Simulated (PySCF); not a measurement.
H₂PbS: breathing scan

All numbers come from PySCF, PBE0, basis Pb def2-TZVP with ECP60, S def2-TZVP, H def2-TZVP (scalar-relativistic core potentials, no spin–orbit coupling, density fitting).

Rigid scan from the singlet minimum (Pb–H 1.766 Å (×2), Pb–S 2.273 Å; H–Pb–H 108.8°, H–Pb–S 125.6° (×2)). Coordinate: all bonds to the central atom scaled together. Energies in kJ/mol from the minimum.

Task: Predict the curve at 0.88, 0.92, 0.96, 1.00, 1.04, 1.08, 1.14, 1.22, 1.35.

Result: 
```csv
scale of all bonds to the centre,E (kJ/mol),dipole size (D)
0.88,183.8,3.18
0.92,71.4,3.35
0.96,15.7,3.52
1.00,0.0,3.67
1.04,12.2,3.79
1.08,43.2,3.87
1.14,110.6,3.93
1.22,217.3,3.87
1.35,390.2,3.47
```

At long bonds a restricted determinant can lie too high, and another spin state can fall below this curve.

With an element this heavy the missing spin–orbit coupling can shift these numbers.

Other isomers or separated fragments may lie lower.
